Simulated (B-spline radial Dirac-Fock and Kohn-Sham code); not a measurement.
Z = 81 (thallium), transition energy 20 keV. Model: a Dirac-Hartree-Slater potential of the neutral atom with a Latter tail (no hole, which puts coefficients of high multipoles low close above an edge), finite nucleus with surface currents. Program: a radial finite-basis atomic code. The K shell is not open to conversion at this energy. Subshells that would emit electrons below 1 keV are left out.

Question: A pure transition shows α(L) = 141, L1/L2 = 9.38 and L1/L3 = 95.2. What is its multipolarity?
A. E3
B. E1
C. M4
D. M1
E. E2
F. M3
G. E4
H. M2

Answer: D. For comparison, α(L), L1/L2, L1/L3 are E1 5.22, 0.609, 0.424; E2 10500, 0.0255, 0.0219; E3 1.23e+06, 0.00887, 0.00732; E4 3.61e+07, 0.00400, 0.00269; M2 28000, 23.4, 1.64; M3 6.34e+06, 40.2, 0.0936; M4 4.95e+08, 46.3, 0.0141.

Values without a named source are computed, but for edge energies of neutral atoms, which are taken from tables.
